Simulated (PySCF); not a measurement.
**Radial density of C (carbon, neutral)**

UHF, [He] 2s2 2p1 3s1, high-spin 3P determinant (an excited configuration). Computed with PySCF 2.14 in aug-cc-pCVTZ-DK, with the spin-free X2C one-electron Hamiltonian (Gaussian nucleus).

```tsv
r (bohr)	4πr²ρ (e/bohr)	4πr²(ρα − ρβ)
0.00499	0.03903	0.0001
0.00839	0.1058	0.0003
0.0141	0.2761	0.0008
0.0238	0.6928	0.0021
0.0399	1.609	0.0049
0.0672	3.291	0.0102
0.113	5.413	0.0185
0.190	6.234	0.0355
0.320	4.034	0.0994
0.538	1.532	0.3281
0.905	1.885	0.6597
1.52	1.748	0.5357
2.56	0.4490	0.1763
4.31	0.3011	0.2927
7.24	0.06723	0.0672
12.2	4.196e-05	0.0000
```

Densities and radii are taken from the X2C orbitals without a picture-change correction, which distorts them close to the nucleus.

The outer electron is Rydberg-like, and this basis confines it to a smaller radius and binds it less than a complete one would.
